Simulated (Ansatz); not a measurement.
Stretching the Sn1–I3 bond in HISn (SMILES [SnH][I]) (multiplicity 1 held, fragments rigid). Energies count from the point at 2.758 Å.
Geometry at that point (charge 0, multiplicity 1):
| atom | x (Å) | y (Å) | z (Å) |
|---|---|---|---|
| Sn | 0.4523 | 0.9150 | 0.9654 |
| H | 0.7303 | 2.1769 | -0.2634 |
| I | -0.4405 | -0.9043 | -0.9058 |

R- and RO- levels are restricted; in cc, def2 and unpolarised 6-31G sets they are followed outwards from rest. Unrestricted levels (U-) break spin symmetry where that is lower. Active spaces are followed from a long bond inwards. Levels need not reach the same state.

Cores are frozen in the correlated methods. Filled d and f shells under p-block atoms count as core.

Run with Ansatz (an electronic-structure program). Each number belongs to the level named beside it. In def2 rows elements past Kr take small-core potentials, without spin–orbit coupling.

Energies in kcal/mol.

| R (Å) | U-PBE/def2-TZVPP | U-r2SCAN/def2-TZVPP | R-wB97X-V/def2-TZVPP | FIC-MRCISD+Q on CASSCF(6,4)/def2-TZVPP |
|---|---|---|---|---|
| 2.207 | 56.5 | 54.3 | 52.6 | 60.4 |
| 2.482 | 9.3 | 8.2 | 7.2 | 10.2 |
| 2.758 | 0.0 | 0.0 | 0.0 | 0.0 |
| 3.034 | 5.2 | 6.3 | 7.2 | 5.4 |
| 3.310 | 15.1 | 17.1 | 19.1 | 15.8 |
| 3.724 | 30.7 | 34.0 | 37.9 | 32.6 |
| 4.137 | 43.6 | 47.8 | 54.2 | 46.8 |
| 4.827 | 56.8 | 59.8 | 74.6 | 61.2 |
| 5.517 | 62.6 | 64.6 | 88.0 | 65.4 |
| 6.344 | 65.4 | 66.9 | 98.2 | 66.3 |
| 7.447 | 66.7 | 67.8 | 106.1 | 66.5 |
| 8.827 | 67.5 | 68.3 | 111.8 | 66.6 |

Doubts at one or more of the structures used: a spin-contaminated determinant (U-PBE/def2-TZVPP, U-r2SCAN/def2-TZVPP); a restricted determinant that unrestricted orbitals would lower (R-wB97X-V/def2-TZVPP); active orbitals that take no part (FIC-MRCISD+Q on CASSCF(6,4)/def2-TZVPP).
